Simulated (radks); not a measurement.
Ni, configuration [Ar] 3d8 4s2.

Calculated with a radial shooting solver on a logarithmic mesh with Libxc functionals: scalar-relativistic Kohn-Sham, PBE, spin-polarised, spherical densities, finite nucleus; open shells are filled with parallel spins first; Fermi nuclear charge, rms radius 3.7757 fm; hard spherical wall at 7 bohr.

Energy parts (eV):
| part | energy |
|---|---|
| total | -41376.561 |
| kinetic | 41952.545 |
| electron-nucleus | -99320.009 |
| Hartree | 17712.901 |
| exchange-correlation | -1721.997 |

Orbitals (lengths in bohr, moments of r in powers of bohr; <r^-3> diverges for s and p1/2):
| orbital | occ. | eigenvalue (eV) | <r^-3> | <r^2> | <r> | <r^4> |
|---|---|---|---|---|---|---|
| 1s up | 1 | -8211.656 | - | 0.003935 | 0.05409 | 0.00003983 |
| 1s down | 1 | -8211.657 | - | 0.003935 | 0.05409 | 0.00003983 |
| 2s up | 1 | -981.8958 | - | 0.07085 | 0.2450 | 0.008739 |
| 2s down | 1 | -980.7881 | - | 0.07074 | 0.2448 | 0.008711 |
| 2p up | 3 | -844.6177 | 623.7 | 0.05695 | 0.2154 | 0.006571 |
| 2p down | 3 | -843.7841 | 624.6 | 0.05684 | 0.2152 | 0.006543 |
| 3s up | 1 | -111.7199 | - | 0.6315 | 0.7394 | 0.6497 |
| 3s down | 1 | -109.4590 | - | 0.6342 | 0.7408 | 0.6566 |
| 3p up | 3 | -72.0297 | 79.68 | 0.7137 | 0.7774 | 0.9020 |
| 3p down | 3 | -69.8169 | 79.04 | 0.7191 | 0.7800 | 0.9201 |
| 3d up | 5 | -9.4268 | 7.052 | 1.337 | 0.9963 | 5.306 |
| 3d down | 3 | -7.4561 | 6.798 | 1.469 | 1.035 | 6.763 |
| 4s up | 1 | -5.4973 | - | 8.256 | 2.685 | 107.1 |
| 4s down | 1 | -5.1436 | - | 8.573 | 2.739 | 114.6 |
| 4p up | 0 | -0.4482 | 2.997 | 12.35 | 3.323 | 217.4 |
| 4p down | 0 | -0.2811 | 2.792 | 12.67 | 3.370 | 226.4 |
| 4d up | 0 | 5.5135 | 0.4073 | 18.71 | 4.163 | 432.8 |
| 4d down | 0 | 5.6084 | 0.4684 | 18.84 | 4.171 | 439.1 |
| 5s up | 0 | 5.8261 | - | 19.97 | 4.201 | 524.3 |
| 5s down | 0 | 6.0242 | - | 19.94 | 4.192 | 526.0 |

The highest occupied level is 4s down at -5.144 eV. The spin density at the nucleus is -0.026 e/bohr^3 (1s -0.017, 2s -1.303, 3s 0.730, 4s 0.563). The electron density at the nucleus is 1.979e+04 e/bohr^3 (large components only). The pressure on the wall is 0.402 GPa.
